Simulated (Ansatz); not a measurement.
Relaxation of CH2OSSi (6 atoms, charge 0, multiplicity 1), to a largest force component of 0.02 eV/Å in at most 50 steps.

These are results of Ansatz, UHF/def2-SVP, not measurements.

```xyz
6
Properties=species:S:1:pos:R:3
C 0.328 0.135 -2.093
Si 0.321 -0.639 -0.579
S -0.540 -1.016 1.341
O -0.234 0.466 2.072
H 1.153 0.045 -2.786
H -1.028 1.008 2.045
```

Task: Where does it end, and by what steps?

Result: The run converged. After 10 steps the energy has fallen by 0.481 eV; Si2 moved furthest, 0.46 Å.

| step | energy less start (eV) | largest force component (eV/Å) | accepted |
| --- | --- | --- | --- |
| 0 | 0.0000 | 1.191 | yes |
| 1 | -0.2845 | 0.977 | yes |
| 2 | -0.3664 | 1.093 | yes |
| 3 | -0.3660 | 1.263 | no |
| 4 | -0.4320 | 0.733 | yes |
| 5 | -0.4683 | 0.423 | yes |
| 6 | -0.4683 | 0.249 | no |
| 7 | -0.4791 | 0.053 | yes |
| 8 | -0.4801 | 0.107 | yes |
| 9 | -0.4805 | 0.051 | yes |
| 10 | -0.4807 | 0.013 | yes |

```xyz
6
Properties=species:S:1:pos:R:3
C 0.397 0.016 -1.898
Si 0.706 -0.819 -0.397
S -0.726 -0.954 1.194
O -0.355 0.372 2.129
H 0.835 0.270 -2.854
H -0.857 1.116 1.826
```

The run took 45 s on 1 thread of Arm Neoverse V1, with other jobs on the host, peak memory 0.17 GiB.
